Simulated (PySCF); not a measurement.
Job file and geometry (Å, from GFN2-xTB) of an NMR shielding run on SMILES CC1=CC[SiH2]1, C4H8Si, GIAO PBE0/pcSseg-1 NMR shielding, non-relativistic, gas phase in PySCF; density fitting, a coarse starting grid and PySCF grid level 2 are the driver's defaults:

```
$ OMP_NUM_THREADS=1 python probes_run.py task.json out

{"job": {"kind": "nmr", "xc": "PBE0", "basis": "pcSseg-1"}, "charge": 0, "multiplicity": 1}
C      1.927452    -0.199406    -0.519595
C      0.500320    -0.020386    -0.135074
C     -0.182665     1.110340     0.075530
C     -1.581183     0.680656     0.436166
Si    -0.984079    -1.139858     0.232161
H      2.000339    -0.738202    -1.464201
H      2.452709    -0.785024     0.234741
H      2.424792     0.764082    -0.625476
H      0.158416     2.134035     0.010732
H     -2.334895     1.040894    -0.263410
H     -1.884673     0.998956     1.433064
H     -1.560462    -1.894199    -0.880738
H     -0.940460    -1.951401     1.448372
```

Question: Write the output of this run.

Answer: 
```
coarse grid: 10928 points
cycle   1  E = -446.2628941365  dE =  4.926e-01  |g| = 4.128e-01  |ddm| = 3.205e+00
cycle   2  E = -446.2372881547  dE =  2.561e-02  |g| = 5.106e-01  |ddm| = 9.324e-01
cycle   3  E = -446.3100292186  dE = -7.274e-02  |g| = 3.940e-02  |ddm| = 5.891e-01
cycle   4  E = -446.3103177884  dE = -2.886e-04  |g| = 2.284e-02  |ddm| = 5.399e-02
cycle   5  E = -446.3104302702  dE = -1.125e-04  |g| = 6.858e-03  |ddm| = 2.057e-02
cycle   6  E = -446.3104414095  dE = -1.114e-05  |g| = 2.673e-03  |ddm| = 9.055e-03
cycle   7  E = -446.3104432134  dE = -1.804e-06  |g| = 1.542e-04  |ddm| = 2.240e-03
final grid: 99736 points
cycle   8  E = -446.3403229103  dE = -2.053e-05  |g| = 6.593e-03  |ddm| = 2.066e-02
cycle   9  E = -446.3403171680  dE =  5.742e-06  |g| = 7.976e-03  |ddm| = 1.394e-02
cycle  10  E = -446.3403346664  dE = -1.750e-05  |g| = 5.349e-04  |ddm| = 8.269e-03
cycle  11  E = -446.3403347303  dE = -6.390e-08  |g| = 1.495e-04  |ddm| = 6.528e-04
cycle  12  E = -446.3403347354  dE = -5.063e-09  |g| = 3.328e-05  |ddm| = 1.199e-04
cycle  13  E = -446.3403347356  dE = -1.687e-10  |g| = 2.138e-05  |ddm| = 5.828e-05
converged SCF energy = -446.3403347356

GIAO shielding tensors (ppm)
atom      isotropic    diamagn.    paramagn.     s11        s22        s33       span
  0 C      163.620     246.163     -82.543    148.624    155.291    186.945     38.322
  1 C       32.272     260.531    -228.259    -72.213     25.304    143.725    215.939
  2 C       32.352     256.161    -223.809    -78.536     44.743    130.849    209.385
  3 C      171.104     253.500     -82.396    152.379    173.338    187.595     35.216
  4 Si     392.472     880.521    -488.049    361.851    371.789    443.777     81.926
  5 H       29.835      28.696       1.138     25.983     28.310     35.210      9.227
  6 H       29.836      28.701       1.135     25.982     28.316     35.210      9.227
  7 H       29.759      29.311       0.448     26.238     28.407     34.632      8.393
  8 H       24.771      33.206      -8.435     23.914     24.049     26.350      2.436
  9 H       29.962      30.434      -0.472     26.650     27.438     35.798      9.148
 10 H       29.964      30.435      -0.471     26.652     27.435     35.803      9.150
 11 H       26.826      29.228      -2.402     24.437     24.807     31.235      6.799
 12 H       26.827      29.230      -2.403     24.440     24.808     31.234      6.794
```

Question: Turn these shieldings into chemical shifts. δ = σ(ref) − σ, references computed at the same level: TMS for 13C (186.93 ppm), 29Si (349.16 ppm), 1H (31.72 ppm).

Answer: Averaging equivalent atoms: C 1: 154.7; C 2: 154.6; C 0: 23.3; C 3: 15.8; Si 4: -43.3; H 8: 6.95; H 11/12: 4.89; H 5/6/7: 1.91; H 9/10: 1.75 ppm. 

Size and cost of the density-fitted run: 132 basis functions, 21 s wall time on 1 thread of an Arm Neoverse N1, shared host; peak memory 0.62 GiB.
